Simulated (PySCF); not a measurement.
CF3, SMILES F[C](F)F (connectivity only; charge and spin as stated), charge +1, multiplicity 1.

Coordinates come from a TPSSh-D3(BJ)/def2-TZVP optimisation. The spin state was assumed, not searched. The isomer is the one that the SMILES or the coordinates give; other isomers of the formula were not compared.

These are PBE0/def2-TZVPD in PySCF values and carry that method's errors.

Symmetry labels are those of the subgroup C2v that the program uses (full group D3h).

Computed valence orbital energies around the gap with their symmetry:
```json
[
 {"orbital": "HOMO−7", "symmetry": "A1", "energy (eV)": "-27.44"},
 {"orbital": "HOMO−6", "symmetry": "B1", "energy (eV)": "-27.44"},
 {"orbital": "HOMO−5", "symmetry": "B2", "energy (eV)": "-26.35"},
 {"orbital": "HOMO−4", "symmetry": "B1", "energy (eV)": "-23.21"},
 {"orbital": "HOMO−3", "symmetry": "A1", "energy (eV)": "-23.21"},
 {"orbital": "HOMO−2", "symmetry": "B2", "energy (eV)": "-22.81"},
 {"orbital": "HOMO−1", "symmetry": "A2", "energy (eV)": "-22.81"},
 {"orbital": "HOMO", "symmetry": "B1", "energy (eV)": "-21.82"},
 {"orbital": "LUMO", "symmetry": "B2", "energy (eV)": "-10.53"},
 {"orbital": "LUMO+1", "symmetry": "A1", "energy (eV)": "-6.70"},
 {"orbital": "LUMO+2", "symmetry": "A1", "energy (eV)": "-3.04"},
 {"orbital": "LUMO+3", "symmetry": "B1", "energy (eV)": "-3.04"}
]
```
